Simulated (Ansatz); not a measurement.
```yaml
crystal:
  periodic: [false, false, false]
  atoms:
    - {symbol: C, position_ang: [1.189186, -2.543415, 0.823171]}
    - {symbol: C, position_ang: [0.817115, -1.615378, 0.124512]}
    - {symbol: Zr, position_ang: [0.203619, 0.146242, -1.048556]}
    - {symbol: F, position_ang: [-0.850737, -0.414180, -2.451673]}
    - {symbol: F, position_ang: [1.753574, 1.025669, -1.711845]}
    - {symbol: C, position_ang: [-0.878585, 1.476221, 0.291060]}
    - {symbol: C, position_ang: [-1.555625, 2.207560, 0.941816]}
    - {symbol: H, position_ang: [1.455368, -3.383898, 1.446392]}
    - {symbol: H, position_ang: [-2.134525, 2.908913, 1.545982]}
basis:
  gaussian: {orbitals: def2-SVP, fitting: {mean_field: cc-pVTZ-jkfit}, point_charges: [{charge: 1.00, position_ang: [5.058, -0.067, 0.775]}]}
magnetization: {spin_polarized: true, initial_magnetization: 1}
hamiltonian: {xc: {name: wB97X}}
output: {forces: true}
```

```sh
$ ansatz run in.yaml --threads 4 --pin off --events-out ev --progress --plain --max-ram 11315MiB
```

Output, abridged:

```
Error: a molecule whose nuclei and cores have a total charge of 56 cannot have a net charge of 0 together with 1 unpaired electrons
```

What is wrong with this run?

The number of unpaired electrons doesn't fit the electron count. The input was rejected before any iteration.
